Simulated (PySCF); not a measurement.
**Stretching Sr₂**

Set-up: basis Sr def2-SVPD with ECP28; scalar-relativistic core potentials; PySCF 2.14. Energies in eV from Sr + Sr in their ground configurations at the same level. State: ¹Σg⁺ (singlet), closed shell.

```csv
R (Å),RHF-MP2,RHF-CCSD
4.042,0.0474,
4.230,-0.0306,0.0210
4.418,-0.0802,-0.0324
4.559,-0.1043,-0.0595
4.700,-0.1204,-0.0785
4.841,-0.1304,-0.0913
5.029,-0.1368,-0.1012
5.264,-0.1371,-0.1057
5.546,-0.1307,-0.1038
5.922,-0.1169,
```

Task: Put a parabola through the three lowest points of the RHF-MP2 curve and estimate Re, k and ωe (reduced mass 43.95 u; 1 eV/Å² = 0.16022 mdyn/Å; ωe = 1302.8·√(k/μ) cm⁻¹).

Result: Through R = 5.029, 5.264, 5.546 Å the second-order coefficient is 0.0464 eV/Å², so Re ≈ 5.160 Å, k ≈ 0.0149 mdyn/Å and ωe ≈ 24 cm⁻¹. A polynomial fit of higher order to the unrounded RHF-MP2 energies gives Re = 5.152 Å, k = 0.0192 mdyn/Å, ωe = 27.3 cm⁻¹; anharmonicity and rounding make the difference.

The higher-order fit for each curve: RHF-MP2: Re = 5.152 Å, ωe = 27.3 cm⁻¹, De = 0.138 eV; RHF-CCSD: Re = 5.316 Å, ωe = 23.5 cm⁻¹, De = 0.106 eV.

Correlated steps freeze no core orbitals. The bond is weak. Basis-set superposition, not corrected here, can be much of De in a small basis, most of all at correlated wavefunction levels.
